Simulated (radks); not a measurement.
Valence configurations of the samarium ion Sm+ (all share [Xe]). Calculated with a radial shooting solver on a logarithmic mesh with Libxc functionals: Dirac Kohn-Sham, PBE, spin-unpolarised, spherical densities, point nucleus; open shells are shared between the two j in proportion to 2j + 1. Energies are relative to 4f6 6s1; eigenvalues in eV.

valence,E (eV),e(4f5/2),e(4f7/2),e(5d3/2),e(5d5/2),e(6p1/2)
4f6 6s1,0.000,-8.862,-8.320,-,-,-
4f7,2.103,-3.627,-3.141,-,-,-
4f4 6s1 6p2,22.061,-28.541,-27.887,-,-,-8.588
4f5 5d1 6s1,3.405,-14.483,-13.888,-8.677,-8.391,-
4f4 5d2 6s1,11.584,-21.031,-20.383,-10.014,-9.666,-
4f2 6s1 6p4,82.984,-52.704,-51.939,-,-,-11.172
4f6 6p1,3.117,-10.057,-9.514,-,-,-6.187
4f2 5d1 6s1 6p3,71.036,-48.473,-47.712,-21.132,-20.517,-10.143
4f5 6s1 6p1,6.824,-17.983,-17.384,-,-,-7.163
4f5 6s2,3.166,-16.802,-16.205,-,-,-

NIST lists [Xe] 4f6 6s1 as the ground configuration; this level of theory agrees among the configurations tried. The energies are those of spherical spin-averaged densities, not of single terms.
